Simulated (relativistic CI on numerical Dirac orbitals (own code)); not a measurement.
## Energy levels of Se28+

Calculated at this level of theory: Dirac-Coulomb-Breit CI, orbitals from a KLI potential per configuration, model QED (radiative potential, 1s self-energy scaled to tabulated hydrogen-like ionisation energies), unscaled Slater integrals (own radial code, finite nucleus).

Configurations in the expansion (outside the closed core 1s2): 2s²2p², 2s2p³, 2p⁴, 2p³3s, 2p³3p, 2p³3d, 2s²2p3s, 2s²2p3p, 2s²2p3d, 2s2p²3s, 2s2p²3p, 2s2p²3d, 2s²2p4s, 2s²2p4p, 2s²2p4d, 2s²2p4f. Levels of other configurations are missing.

```
No.  Configuration  Term  J   E (eV)   %  Next component (%)  Landé g  Lifetime (s)
 41        2s2p²3p   ⁵D°  0  1880.52  77              21 ³P°               4.49e-13
 42        2s2p²3p   ⁵D°  1  1881.44  46              21 ³P°    1.655      1.63e-13
 43        2s²2p3p    ¹S  0  1884.29  72               22 ³P               8.05e-13
 44        2s2p²3s    ³P  1  1890.10  82                8 ⁵P    1.551      1.06e-13
 45        2s2p²3s    ⁵P  3  1890.85  78               20 ³D    1.588      1.42e-13
 46        2s²2p3d   ¹D°  2  1896.17  33      20 2s2p²3p ⁵D°    1.243      5.16e-14
 47        2s²2p3d   ³F°  4  1897.02  97         2 2p³3d ³F°    1.246      3.34e-10
 48        2s2p²3p   ⁵D°  2  1897.08  25              19 ⁵P°    1.351      3.94e-14
 49        2s²2p3d   ³D°  3  1900.29  55              34 ³F°    1.215      1.66e-14
 50        2s2p²3p   ³D°  1  1901.65  37              20 ⁵D°    1.158      4.50e-14
 51        2s²2p3d   ³P°  1  1902.97  65              27 ³D°    1.206      1.70e-14
 52        2s²2p3d   ³P°  0  1903.47  97         2 2p³3d ³P°               2.07e-14
 53        2s²2p3d   ³P°  2  1904.08  51              34 ³D°    1.328      1.76e-14
 54        2s2p²3s    ³P  2  1905.10  65               15 ³D    1.380      1.05e-13
 55        2s2p²3p   ⁵P°  1  1908.66  44              20 ⁵D°    1.814      1.49e-13
 56        2s²2p3d   ¹F°  3  1913.24  71              22 ³D°    1.076      9.70e-15
 57        2s2p²3p   ⁵D°  2  1914.07  39              21 ³D°    1.505      1.68e-13
 58        2s²2p3d   ¹P°  1  1915.01  72              12 ³D°    0.995      1.46e-14
 59        2s2p²3p   ⁵D°  3  1921.28  83              12 ⁵P°    1.497      1.89e-11
 60        2s2p²3d    ⁵F  1  1925.32  70               17 ³D    0.276      2.87e-13
 61        2s2p²3p   ⁵P°  1  1926.00  35              28 ³D°    1.684      6.79e-14
 62        2s2p²3p   ⁵P°  3  1926.27  46              40 ³D°    1.456      1.50e-13
 63        2s2p²3d    ⁵F  2  1927.27  49               23 ⁵D    1.199      1.14e-13
 64        2s2p²3s    ³D  1  1927.63  84                8 ¹P    0.600      9.99e-14
 65        2s2p²3s    ³D  2  1930.55  55               25 ¹D    1.181      1.01e-13
 66        2s2p²3p   ³D°  2  1931.79  60              16 ⁵P°    1.389      5.94e-14
 67        2s2p²3d    ⁵D  3  1933.30  34               31 ⁵F    1.408      3.75e-14
 68        2s2p²3p   ⁵D°  4  1936.48  79              20 ³F°    1.442      4.84e-11
 69        2s2p²3p   ⁵S°  2  1936.90  50              23 ³P°    1.771      2.02e-13
 70        2s2p²3p   ³P°  0  1937.42  84              13 ⁵D°               4.97e-14
 71        2s2p²3s    ³P  1  1940.12  51               20 ¹P    1.563      1.21e-13
 72        2s2p²3s    ³P  0  1940.42  84               13 ¹S               1.04e-13
 73        2s2p²3p   ³P°  2  1944.75  63              13 ¹D°    1.444      5.68e-14
 74        2s2p²3s    ³D  3  1945.82  76               21 ⁵P    1.399      8.25e-14
 75        2s2p²3d    ³F  2  1946.01  42               24 ³P    1.011      2.73e-14
 76        2s2p²3p   ³P°  1  1947.24  48              20 ³S°    1.410      4.59e-14
 77        2s2p²3p   ³D°  3  1948.20  47              28 ⁵P°    1.366      6.07e-14
 78        2s2p²3s    ¹D  2  1955.35  50               24 ³P    1.168      1.22e-13
 79        2s2p²3d    ⁵D  0  1955.87  91                9 ³P               5.40e-13
 80        2s2p²3d    ⁵D  1  1955.99  66               15 ⁵F    1.327      9.98e-14
 81        2s2p²3d    ⁵F  2  1956.24  36               27 ⁵D    1.275      5.22e-14
 82        2s2p²3d    ⁵F  4  1956.61  62               33 ⁵D    1.387      8.99e-13
 83        2s2p²3d    ⁵F  3  1957.85  57               27 ⁵P    1.360      3.32e-14
 84        2s2p²3p   ³F°  2  1959.19  59              24 ¹D°    0.839      1.36e-13
 85        2s2p²3p   ³D°  1  1963.97  59              23 ¹P°    0.789      7.28e-14
 86        2s2p²3d    ³F  2  1967.69  35               34 ³P    1.217      3.11e-14
 87        2s2p²3p   ³P°  0  1968.99  62              32 ¹S°               9.56e-14
 88        2s2p²3d    ⁵D  4  1969.70  41               26 ³F    1.358      3.31e-12
 89        2s2p²3d    ⁵F  5  1970.71  80               20 ³G    1.355      4.50e-10
 90        2s2p²3d    ³F  3  1971.50  53               31 ⁵P    1.293      2.35e-14
 91        2s2p²3p   ³F°  3  1974.42  69              15 ³D°    1.115      1.67e-13
 92        2s2p²3d    ³P  1  1974.52  49               29 ³D    1.177      2.60e-14
 93        2s2p²3p   ³D°  2  1976.62  29              23 ¹D°    1.082      1.03e-13
 94        2s2p²3d    ⁵D  3  1976.73  40               32 ³F    1.335      2.05e-14
 95        2s2p²3d    ⁵P  2  1976.89  56               22 ⁵D    1.641      1.38e-14
 96        2s2p²3d    ⁵P  1  1978.33  72                9 ³P    2.245      1.16e-14
 97        2s2p²3p   ³D°  1  1979.46  45              24 ³P°    1.019      2.06e-13
 98        2s2p²3p   ³P°  1  1982.15  47              28 ³D°    1.190      1.47e-13
 99        2s2p²3p   ³P°  0  1983.34  93               5 ¹S°               1.51e-12
100        2s2p²3p   ³D°  2  1984.26  57              22 ³P°    1.290      1.27e-13
101        2s2p²3s    ³S  1  1987.73  58               25 ³P    1.725      5.63e-14
102        2s2p²3d    ³P  0  1988.11  83                9 ¹S               2.23e-14
103        2s2p²3d    ³D  2  1988.65  45               19 ³F    1.135      2.69e-14
104        2s2p²3p   ¹F°  3  1988.67  46              41 ³D°    1.153      4.89e-14
105        2s2p²3p   ³D°  2  1989.30  34              32 ³P°    1.309      2.37e-13
106        2s2p²3p   ³P°  1  1989.50  56              17 ¹P°    1.309      1.36e-13
107        2s2p²3d    ³D  3  1989.86  72               14 ¹F    1.257      1.86e-14
108        2s2p²3d    ³F  4  1989.96  62               17 ¹G    1.222      1.95e-14
109        2s2p²3d    ³D  1  1991.16  53               20 ³P    0.886      2.50e-14
110        2s2p²3s    ³P  2  1991.73  74                9 ¹D    1.412      1.16e-13
```

Energies count from the lowest computed level; ° marks odd parity; lifetimes are radiative, by E1, M1, E2, M2 decay to levels of this space only.

The mean weight of the leading LS term, summed over parents, in these 70 levels is 59 %, and that of the leading jj configuration (from the same eigenvectors) 74 %, so jj coupling describes them better and the LS labels are nominal.

At this charge energies of transitions that change n are usually good to better than 1 %, and those within a shell (Δn = 0) to a few per cent.

LS names give the leading component of a level, which can be under half, so a name can repeat, a term be missing and a line seem to break the LS rules.
